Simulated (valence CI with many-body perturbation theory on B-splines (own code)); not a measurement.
The numbers below are computed, except where a source is named.
**Hyperfine factors and g values of Gd LI**

Method: relativistic CI+MBPT: four valence electrons over a frozen Dirac-Fock core [Ne], a basis of 11 s, 11 p, 10 d, 8 f, 5 g, 2 h functions for each j, with the one-electron correlation potential Σ1, the two-electron term Σ2, the three-electron term Σ3, Breit, model QED; selected CI, second order for the rest, scaled by the run's own slope (own B-spline code, finite nucleus).

No measured spectrum was set against this ion. As an estimate, large intervals hold to a few tenths of a per cent, small ones and those within an open d or f shell to about a per cent. Among the levels kept, up to 600 cm⁻¹ of a level comes from second order outside the variational space, and about a tenth of that is noise between levels of different J, which matters for small intervals.

A/g_I is the dipole constant over the nuclear g factor μ/I (μ in nuclear magnetons, uniformly magnetised nucleus), B/Q the quadrupole constant per barn. Both hold the static response of the core; the bare values leave it out. Large factors of s and p1/2 electrons are usually good to 5 to 10 %; those of open d and f shells near neutrality can be off by tens of per cent, and small factors of p3/2, d and f electrons come from cancelling terms and can be off by a factor of two or in sign, in half-filled shells by more. B is blank for J = 1/2, where it vanishes, and for nearly pure S terms. Energies count from the lowest level. Levels with J = 0 are left out.

Levels are named by their leading jj configuration (3d3/2^4 stands for four electrons in 3d with j = 3/2), which in mixed levels can hold well under half, so a name can repeat and another be missing. Letters in brackets count levels of one name in rising energy.

| Level | E (Ry) | g | A/g_I (MHz) | A/g_I bare | B/Q (MHz/b) | B/Q bare |
| --- | --- | --- | --- | --- | --- | --- |
| (3s^2 3p1/2 3p3/2) J=1 | 12.568 | 1.492 | -76900 | -72500 | 126000 | 124000 |
| (3s^2 3p1/2 3p3/2) J=2 | 13.150 | 1.173 | 335000 | 330000 | 223000 | 220000 |
| (3s 3p1/2^2 3p3/2) J=2 | 22.378 | 1.556 | 801000 | 787000 | 224000 | 221000 |
| (3s 3p1/2^2 3p3/2) J=1 | 24.146 | 1.023 | -504000 | -488000 | 147000 | 145000 |
| (3s^2 3p1/2 3d3/2) J=2 | 26.032 | 0.757 | 289000 | 286000 | 48600 | 50000 |
| (3s^2 3p3/2^2) J=2 | 26.145 | 1.308 | 133000 | 132000 | 28500 | 28100 |
| (3s^2 3p1/2 3d3/2) J=1 | 28.580 | 0.878 | -219000 | -210000 | 34900 | 35300 |
| (3s^2 3p1/2 3d5/2) J=2 | 30.095 | 1.310 | -64200 | -59900 | 22700 | 24200 |
| (3s^2 3p1/2 3d5/2) J=3 | 30.172 | 1.117 | 193000 | 191000 | 27200 | 29200 |
| (3s 3p1/2 3p3/2^2) J=2 [a] | 34.698 | 1.495 | 506000 | 498000 | 90000 | 88700 |
| (3s 3p1/2 3p3/2^2) J=3 | 35.691 | 1.307 | 689000 | 676000 | 23700 | 23400 |
| (3s 3p1/2^2 3d3/2) J=1 | 36.072 | 0.414 | -632000 | -615000 | 19700 | 20500 |
| (3s 3p1/2^2 3d3/2) J=2 | 36.491 | 1.151 | 733000 | 719000 | 38600 | 39900 |
| (3s 3p1/2 3p3/2^2) J=1 [a] | 37.254 | 1.268 | 670000 | 657000 | -187000 | -185000 |
| (3s 3p1/2 3p3/2^2) J=2 [b] | 37.365 | 1.085 | 85500 | 86600 | -22100 | -21700 |
| (3s 3p1/2 3p3/2^2) J=1 [b] | 38.009 | 1.360 | 387000 | 382000 | 118000 | 117000 |
| (3s 3p1/2^2 3d5/2) J=3 | 39.897 | 1.360 | 498000 | 490000 | 36200 | 38100 |
| (3s 3p1/2^2 3d5/2) J=2 | 40.746 | 1.022 | -400000 | -388000 | 13400 | 15400 |
| (3s^2 3p3/2 3d3/2) J=3 | 40.910 | 1.105 | 119000 | 120000 | 250000 | 248000 |
| (3s^2 3p3/2 3d3/2) J=2 | 41.010 | 1.061 | 38500 | 40700 | -24600 | -24200 |
| (3s^2 3p3/2 3d3/2) J=1 | 41.075 | 1.128 | 146000 | 146000 | -118000 | -117000 |
| (3s^2 3p3/2 3d5/2) J=4 | 42.409 | 1.241 | 66100 | 67200 | 308000 | 306000 |
| (3s^2 3p3/2 3d5/2) J=2 | 42.856 | 1.255 | 74400 | 75500 | -165000 | -162000 |
| (3s^2 3p3/2 3d5/2) J=3 | 44.533 | 1.183 | 78500 | 79000 | 19600 | 21100 |
| (3s^2 3p3/2 3d5/2) J=1 | 45.073 | 1.082 | -20100 | -17100 | 39100 | 39300 |
| (3s 3p1/2 3p3/2 3d3/2) J=2 [a] | 46.856 | 1.190 | 193000 | 193000 | 19500 | 19400 |
| (3s 3p1/2 3p3/2 3d3/2) J=1 [a] | 47.581 | 1.166 | 334000 | 330000 | -118000 | -117000 |
| (3s 3p1/2 3p3/2 3d3/2) J=3 [a] | 47.884 | 1.149 | 458000 | 450000 | 48500 | 48500 |
| (3s 3p1/2 3p3/2 3d3/2) J=2 [b] | 47.969 | 1.170 | 257000 | 254000 | -44000 | -43600 |
| (3s 3p1/2 3p3/2 3d3/2) J=4 | 48.858 | 1.187 | 540000 | 530000 | 185000 | 183000 |
| (3s 3p1/2 3p3/2 3d3/2) J=2 [c] | 49.737 | 0.902 | 284000 | 280000 | -77500 | -75900 |
| (3s 3p3/2^3) J=2 | 50.039 | 1.407 | 810000 | 794000 | -249000 | -246000 |
| (3s 3p1/2 3p3/2 3d3/2) J=3 [b] | 50.049 | 1.347 | 487000 | 480000 | 198000 | 195000 |
| (3s 3p1/2 3p3/2 3d3/2) J=1 [b] | 50.392 | 1.791 | 1150000 | 1130000 | 71400 | 70600 |

**Question.** Take the isotope of mass number 157, with I = 3/2, μ = -0.3398 μN and Q = 1.35 b. What is the hyperfine structure of (3s 3p1/2^2 3p3/2) J=2?

**Answer.** From the table A = -182000 MHz, B = 303000 MHz. Shifts from the centre of gravity in MHz: F = 1/2: 1080000, F = 3/2: 546000, F = 5/2: -98400, F = 7/2: -470000.
